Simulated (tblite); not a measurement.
C₅H₁₃N₂ (doublet state).
SMILES with atom numbers: `[CH3:1][CH2:2][C@@H:3]([NH2:4])[CH2:5][N:6][CH3:7]` (hydrogens: H8, H9, H10 on C1; H11, H12 on C2; H13 on C3; H14, H15 on N4; H16, H17 on C5; H18, H19, H20 on C7)

Computed with GFN2-xTB (tblite), gas phase: L-BFGS steps from a force-field or distance-geometry start until the largest atomic force falls under 0.01 eV/Å.

Step 7: E = -628.3511 eV
```
atom  x, y, z in Å  |  force x, y, z in eV/Å
C1     -2.8221   -0.6114    0.1194    0.025   0.040   0.016
C2     -1.3116   -0.8241    0.0432    0.021  -0.032   0.025
C3     -0.5477    0.3634   -0.5504   -0.041   0.040   0.022
N4     -0.6773    1.5417    0.2898   -0.150  -0.067  -0.018
C5      0.9545    0.0510   -0.7522    0.040   0.047   0.073
N6      1.6566    0.1987    0.4667    0.038  -0.090  -0.160
C7      3.0410   -0.0644    0.3828   -0.128   0.006   0.042
H8     -3.0573    0.2226    0.7750    0.050   0.006  -0.019
H9     -3.2419   -0.3997   -0.8634    0.095  -0.004   0.019
H10    -3.3056   -1.5101    0.5052    0.070   0.091  -0.005
H11    -0.9180   -1.0191    1.0417    0.013  -0.037   0.001
H12    -1.1171   -1.6952   -0.5860    0.062  -0.054   0.043
H13    -0.9858    0.5870   -1.5296   -0.031   0.072  -0.049
H14    -0.1811    1.3499    1.1585   -0.039   0.106  -0.100
H15    -0.2200    2.3236   -0.1734   -0.056  -0.029   0.183
H16     1.1247   -0.9362   -1.2214    0.015   0.072  -0.001
H17     1.3396    0.8108   -1.4580   -0.002  -0.113  -0.133
H18     3.5282    0.6443   -0.3077    0.029  -0.040   0.054
H19     3.4821    0.0466    1.3739   -0.011  -0.053  -0.050
H20     3.2538   -1.0688   -0.0189    0.001   0.037   0.056
```

Step 8: E = -628.3570 eV
```
atom  x, y, z in Å  |  force x, y, z in eV/Å
C1     -2.8187   -0.6092    0.1197    0.033   0.022   0.006
C2     -1.3074   -0.8242    0.0438   -0.039  -0.039   0.017
C3     -0.5460    0.3643   -0.5497   -0.055  -0.011   0.002
N4     -0.6853    1.5393    0.2919   -0.085  -0.037  -0.035
C5      0.9567    0.0495   -0.7534   -0.026   0.049   0.001
N6      1.6535    0.1978    0.4662    0.077  -0.089  -0.215
C7      3.0363   -0.0650    0.3822   -0.026  -0.010   0.017
H8     -3.0548    0.2251    0.7746    0.061   0.004  -0.025
H9     -3.2384   -0.3992   -0.8637    0.100   0.002   0.024
H10    -3.3032   -1.5072    0.5055    0.068   0.084   0.001
H11    -0.9163   -1.0195    1.0431    0.025  -0.029  -0.002
H12    -1.1135   -1.6960   -0.5847    0.058  -0.049   0.044
H13    -0.9844    0.5900   -1.5283   -0.036   0.057  -0.050
H14    -0.1855    1.3579    1.1589   -0.039   0.028  -0.024
H15    -0.2266    2.3226   -0.1648   -0.062   0.032   0.107
H16     1.1295   -0.9398   -1.2261   -0.022   0.146   0.062
H17     1.3396    0.8060   -1.4665    0.003  -0.121  -0.076
H18     3.5305    0.6433   -0.3076   -0.024  -0.071   0.087
H19     3.4744    0.0458    1.3734    0.022  -0.051  -0.013
H20     3.2544   -1.0706   -0.0193   -0.031   0.082   0.072
```

Step 9: E = -628.3620 eV
```
atom  x, y, z in Å  |  force x, y, z in eV/Å
C1     -2.8149   -0.6069    0.1200    0.042   0.003  -0.003
C2     -1.3042   -0.8250    0.0446   -0.053  -0.035   0.003
C3     -0.5454    0.3647   -0.5495   -0.056  -0.038  -0.024
N4     -0.6943    1.5367    0.2934   -0.018   0.006  -0.026
C5      0.9577    0.0491   -0.7550   -0.084   0.044  -0.077
N6      1.6517    0.1955    0.4625    0.062  -0.047  -0.164
C7      3.0321   -0.0658    0.3819    0.073  -0.023  -0.003
H8     -3.0513    0.2276    0.7739    0.068   0.017  -0.021
H9     -3.2332   -0.3987   -0.8637    0.092   0.012   0.009
H10    -3.2999   -1.5031    0.5059    0.046   0.050   0.016
H11    -0.9143   -1.0205    1.0443    0.033  -0.018  -0.004
H12    -1.1092   -1.6977   -0.5827    0.046  -0.043   0.041
H13    -0.9838    0.5938   -1.5280   -0.038   0.031  -0.036
H14    -0.1902    1.3655    1.1588   -0.047  -0.051   0.044
H15    -0.2337    2.3223   -0.1550   -0.074   0.078   0.024
H16     1.1333   -0.9404   -1.2292   -0.057   0.150   0.084
H17     1.3398    0.7994   -1.4757    0.008  -0.093  -0.043
H18     3.5322    0.6411   -0.3059   -0.044  -0.067   0.084
H19     3.4680    0.0441    1.3728    0.041  -0.044   0.034
H20     3.2545   -1.0709   -0.0182   -0.041   0.067   0.062
```

**Question.** Estimate the geometry and energy of step 10. (The exact step hangs on the optimiser's Hessian estimate; all steps are aligned on step 9, rigid shifts and turns removed.)

**Answer.** E = -628.3663 eV, largest force 0.150 eV/Å
```
atom  x, y, z in Å  |  force x, y, z in eV/Å
C1     -2.8109   -0.6047    0.1203    0.042  -0.010  -0.006
C2     -1.3019   -0.8264    0.0455   -0.022  -0.021  -0.010
C3     -0.5460    0.3645   -0.5497   -0.043  -0.026  -0.040
N4     -0.7021    1.5344    0.2946    0.030   0.036  -0.005
C5      0.9571    0.0494   -0.7579   -0.096   0.039  -0.109
N6      1.6511    0.1929    0.4565    0.018   0.012  -0.056
C7      3.0298   -0.0670    0.3817    0.111  -0.026  -0.005
H8     -3.0469    0.2302    0.7728    0.073   0.033  -0.014
H9     -3.2270   -0.3980   -0.8637    0.074   0.021  -0.015
H10    -3.2962   -1.4987    0.5066    0.014   0.008   0.034
H11    -0.9118   -1.0216    1.0452    0.036  -0.005  -0.006
H12    -1.1046   -1.7000   -0.5801    0.028  -0.039   0.035
H13    -0.9839    0.5976   -1.5282   -0.043   0.002  -0.017
H14    -0.1956    1.3713    1.1597   -0.057  -0.111   0.077
H15    -0.2416    2.3237   -0.1462   -0.083   0.097  -0.042
H16     1.1357   -0.9387   -1.2307   -0.088   0.088   0.064
H17     1.3401    0.7921   -1.4848    0.011  -0.037  -0.040
H18     3.5330    0.6382   -0.3032   -0.025  -0.032   0.051
H19     3.4628    0.0418    1.3730    0.046  -0.035   0.069
H20     3.2539   -1.0703   -0.0164   -0.027   0.006   0.035
```

The energy changes by -0.0042 eV. The first-order estimate −F·Δx gives -0.0059 eV and the mean of the old and new forces, exact on a quadratic surface, -0.0042 eV. The step makes an angle of 59° with the force vector and moves no atom by more than 0.012 Å.

What follows is the cost of the whole relaxation. The run took 0.49 s wall on one thread, Arm Neoverse V2 (aarch64), shared host.
